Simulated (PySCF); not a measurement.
Krypton: highly charged ions in a basis for the neutral atom

Kr²⁰⁺ [Ne] 3s2 3p4, Kr²¹⁺ [Ne] 3s2 3p3. Computed with PySCF 2.14 in cc-pVDZ-DK (5s4p2d, 27 functions), with scalar relativity by spin-free X2C-1e. No spin-orbit coupling, so a gap to NIST mixes the basis error with missing relativistic terms.

Changed run: basis of the neutral atom used for a highly charged ion. This setting is unsound on purpose.

```tsv
species	method	sound run (hartree)	changed run (hartree)	converged
Kr²⁰⁺	UHF	not run	-2550.83193	yes
Kr²⁰⁺	PBE0	not run	-2551.34213	yes
Kr²⁰⁺	BP86	not run	-2551.89082	yes
Kr²¹⁺	UHF	not run	-2518.53913	yes
Kr²¹⁺	PBE0	not run	-2518.96810	yes
Kr²¹⁺	BP86	not run	-2519.49408	yes
```

Ionisation energy of Kr²⁰⁺:

```csv
method,changed run (eV),NIST (eV)
UHF,878.73,882.8 ± 1.3
PBE0,880.94,882.8 ± 1.3
BP86,881.56,882.8 ± 1.3
```

The contracted functions were made for the neutral atom and can be too rigid for a highly charged ion.
